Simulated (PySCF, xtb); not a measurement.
C₉H₈FNS, SMILES c1cc(c(-c2cccn2C)s1)F.

GFN2-xTB (xtb) at its own geometry gives an orbital gap of 2.68 eV and a dipole moment of 3.13 D.

The structure is a stationary point at PBE0-D3(BJ)/def2-SVP. This is a generated structure with no PubChem entry under its InChIKey; it may be hypothetical. Other conformers were not sampled.

Task: What does PBE/def2-SVP (PySCF) give? (Estimate from the structure and the level; the computed values follow.)

Result: gap 3.15 eV (levels -4.61 and -1.46 eV), dipole 2.48 D.
